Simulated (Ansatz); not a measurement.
Sn(F)2(Br)(NH2) (BrF₂H₂NSn), SMILES [NH2][Sn]([F])([F])[Br].

Geometry: PBE0-D3(BJ)/def2-SVP. The geometry has at least one imaginary mode, so it is a saddle point at that level. The structure was generated by enumeration; whether it is a known compound was not checked. The def2 effective core potentials stand for the cores of Sn; spin–orbit coupling is left out. One conformer was computed; it need not be the lowest.

Two levels are set side by side: PBE/def2-SVPD (Ansatz, a first-principles code) and PBE0/def2-SVPD (Ansatz). Energy differences of separate SCF runs at the same geometry; the states with an electron removed or added have multiplicity 2 and 2. Differences are taken from unrounded values.

```
quantity                            PBE0    PBE  PBE minus PBE0
---------------------------------  -----  -----  --------------
vertical ionisation energy (eV)    11.05  10.56           -0.49
vertical electron affinity (eV)     1.03   1.14            0.11
vertical singlet–triplet gap (eV)   4.54   4.01           -0.52
```
